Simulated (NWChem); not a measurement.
C₂HClF₂; SMILES F/C=C(\F)Cl

Program: NWChem. Pople sets run with spherical d functions. Medium grid unless said otherwise, to which SCAN and Minnesota functionals are sensitive. All runs use the structure optimised with PBE0/def2-SVP. Level r2SCAN/6-31G*: single points from the atomic guess with DIIS by default; each run changes one setting, and all converged runs end within 0.3 mHa of each other.

```json
[
 {"setting": "defaults", "SCF iterations": "9"},
 {"setting": "occupation smearing of 0.005 Ha", "SCF iterations": "9"},
 {"setting": "no level shifting", "SCF iterations": "9"},
 {"setting": "level shift of 0.5 Ha throughout", "SCF iterations": "13"},
 {"setting": "core-Hamiltonian guess", "SCF iterations": "14"},
 {"setting": "70 % damping for 30 cycles", "SCF iterations": "33"}
]
```
